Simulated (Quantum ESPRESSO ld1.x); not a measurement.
All-electron atom: Cl in [Ne] 3s2 3p4.5 4p0.5 (fractional occupations, a model configuration).

Calculated with ld1.x of Quantum ESPRESSO 7.5: non-relativistic Kohn-Sham, exchange-only PBE, spin-unpolarised, spherical densities, point nucleus.

Energy parts (Ry):
| part | energy |
|---|---|
| total | -918.297 |
| kinetic | 918.296 |
| electron-nucleus | -2182.424 |
| Hartree | 400.157 |
| exchange | -54.326 |

Orbitals (lengths in bohr, moments of r in powers of bohr; <r^-3> diverges for s and p1/2; r(90%) holds 90 % of the orbital's charge):
orbital  occ.  eigenvalue (Ry)  r(90%)    <r^-3>      <r>
1s          2         -201.737   0.163         -  0.09141
2s          2         -18.6857   0.698         -   0.4466
2p          6         -14.3290   0.677     101.0   0.4077
3s          2         -1.71480    2.31         -    1.521
3p        4.5         -0.82286    2.83     7.943    1.792
4s          0         -0.12041    9.24         -    6.016
4p        0.5         -0.04315    15.4    0.2113    9.714
3d          0         -0.00639    27.9  0.001667    18.26

The highest occupied level is 4p at -0.587 eV. The configuration is held as typed, so some empty levels lie below it. Summed over all electrons, <r^2> = 80.55 bohr^2, which gives a Langevin (diamagnetic) susceptibility term of -63.8 x 10^-6 cm^3/mol. Virial ratio -V/T = 2.00000.
